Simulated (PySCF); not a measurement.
**How methods differ on the ionisation energy of In⁺**

In⁺ [Kr] 4d10 5s2 (1S) → In²⁺ [Kr] 4d10 5s1 (2S), as a difference of total energies. All numbers are calculated (PySCF 2.14, scalar relativity by spin-free X2C-1e, in Sapporo-DKH3-DZP-2012 (7s6p4d1f, 52 functions)). Correlated levels: valence and next inner shell: [Ar] 3d10 frozen. The calculations carry no spin-orbit coupling.

| method | ionisation energy (eV) |
| --- | --- |
| UHF | 17.051 |
| MP2 (valence and next inner shell) | 18.480 |
| SCS-MP2 (valence and next inner shell) | 18.417 |
| CCSD (valence and next inner shell) | 18.346 |
| CCSD(T) (valence and next inner shell) | 18.421 |

Errors of the correlated levels include the incompleteness of this basis and the frozen core.

**Question.** Which method comes closest to the reference value, and which is furthest?

**Answer.** The reference is 18.870 eV (measured; NIST Atomic Spectra Database, ionization energies). Closest: MP2 (valence and next inner shell) (error -0.390 eV); furthest: UHF (error -1.819 eV).
